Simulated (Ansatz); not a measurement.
Consider the hydrogenolysis of the Sn–C bond: `C#[C][Sn]([F])([F])[F]` + H₂ → `[F][SnH]([F])[F]` + `C#C`.

Program: Ansatz. Geometries: PBE0-D4/def2-TZVP. ΔE: electronic, gas phase. CCSD(T)/CBS adds triple-zeta CCSD(T) − MP2 to the extrapolated MP2 energy (def2 sets, frozen cores). This one scheme is used for every species. DFT in def2-TZVPP. B3LYP here is the variant with VWN-RPA as its local correlation; programs differ in this. def2 core potentials past Kr. For Sn outer-core shells are correlated without core-valence functions, which leaves a few kJ/mol of doubt a bond.

(1) Is it downhill or uphill in electronic energy at CCSD(T)/CBS, and by how much? (Best estimate.)

(2) What do these levels give: B97M-V, B3LYP-D4, r2SCAN0-D4, CAM-B3LYP-D4, ωB97X-V, ωB97M-V, r2SCANh, r2SCAN0, LC-ωPBE, MP2/def2-SVP, SCS-MP2/def2-TZVPP, CCSD(T)/def2-TZVPP? (Estimate.)

Largest T1 diagnostic among the species: 0.015.

Answers

(1) Computed: Downhill: ΔE = -0.10 eV.

(2) Computed: B97M-V -0.24, B3LYP-D4 -0.20, r2SCAN0-D4 -0.19, CAM-B3LYP-D4 -0.24, ωB97X-V -0.19, ωB97M-V -0.19, r2SCANh -0.19, r2SCAN0 -0.21, LC-ωPBE -0.24, MP2/def2-SVP -0.12, SCS-MP2/def2-TZVPP -0.06, CCSD(T)/def2-TZVPP -0.09 eV.

In def2-TZVPP, CCSD(T) changes the Hartree–Fock value by +0.21 eV (the triples alone add +0.05 eV) and MP2 by +0.28 eV. Leaving LDA and LC-ωPBE aside and taking each functional with its dispersion term where it has one, the values, not all of them listed here, spread over 0.11 eV, from B97M-V to revPBE-D4. LDA lies −0.06 eV from PBE without D4. At CCSD(T), def2-SVP lies −0.09 eV from the extrapolated value and def2-TZVPP +0.01 eV.
